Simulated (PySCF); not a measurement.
# Computed data sheet: `C=CCC[N@+]1(C)[BH2-]CCC1`

Species: C8H18BN.
Structure used (PBE0-D3(BJ)/def2-SVP), in Å, numbered top down from 1:
```
atom  x, y, z in Å
C1     4.2369   -0.1102   -0.0060
C2     3.2103    0.5147   -0.5824
C3     1.8489   -0.0736   -0.7859
C4     0.8040    0.6827    0.0291
N5    -0.5874    0.2022   -0.0922
C6    -1.0619    0.2671   -1.4827
B7    -1.5991    1.1118    0.8633
C8    -2.8314    0.0655    1.0868
C9    -2.2824   -1.3242    0.6984
C10   -0.7836   -1.1560    0.4757
H11    4.1472   -1.1398    0.3563
H12    5.2058    0.3793    0.1209
H13    3.3437    1.5479   -0.9289
H14    1.5979   -0.0235   -1.8598
H15    1.8613   -1.1395   -0.5069
H16    1.0555    0.6453    1.0978
H17    0.7923    1.7480   -0.2492
H18   -2.1455    0.1059   -1.5030
H19   -0.5707   -0.4914   -2.1117
H20   -0.8604    1.2696   -1.8795
H21   -0.9450    1.3122    1.8847
H22   -1.8211    2.1496    0.2483
H23   -3.7301    0.2989    0.4932
H24   -3.1537    0.0765    2.1391
H25   -2.7538   -1.7046   -0.2228
H26   -2.4537   -2.1006    1.4602
H27   -0.2477   -1.1657    1.4360
H28   -0.3388   -1.9245   -0.1782
```

**PBE0-D3(BJ)/def2-SVP geometry optimisation, gas phase (PySCF)**

* Point group: C1
* Rotational constants A, B, C: 3.030, 0.627, 0.611 GHz

From B3LYP/pcSseg-1 ground state and GIAO shieldings, non-relativistic (PySCF):

* Dipole moment: 4.44 D
* HOMO energy: -7.02 eV
* LUMO energy: -0.25 eV
* HOMO–LUMO gap: 6.77 eV
* 13C chemical shifts (computed TMS as zero) by class: 144.6 (C2), 125.3 (C1), 66.2 (C4), 62.9 (C10), 43.9 (C6), 33.5 (C3), 26.8 (C9), 9.2 (C8) ppm
* 1H chemical shifts (computed TMS as zero) by class: 5.80 (H13), 5.36 (H11), 5.27 (H12), 2.94 (H17), 2.54 (H16), 2.43 (H28), 2.42 (H22), 2.40 (H27), 2.28 (H14), 2.24 (H18/H19/H20), 2.21 (H21), 1.92 (H26), 1.89 (H15), 1.62 (H25), 0.97 (H24), 0.81 (H23) ppm
* Isotropic shieldings of nuclei other than C and H, by class: 101 (B7), 182 (N5) ppm

Monoisotopic mass (most abundant isotopes): 139.1532 u.

With B = h/(8π²I), that is 505.379 GHz u Å² over I, the principal moments of inertia are 166.8, 806.6 and 826.6 u Å² (most abundant isotopes). The dipole matches unit charges of opposite sign 0.92 Å apart (1 e·Å = 4.8032 D). The rotational constants make it an asymmetric top with κ = (2B − A − C)/(A − C) = -0.99, nearer the prolate limit (−1).

 NMR classes are plain means over equivalent atoms (diastereotopic ones count apart unless rotation or inversion swaps them), as if these changed places fast; in this geometry the members of some classes differ.

One conformer stands for the species.
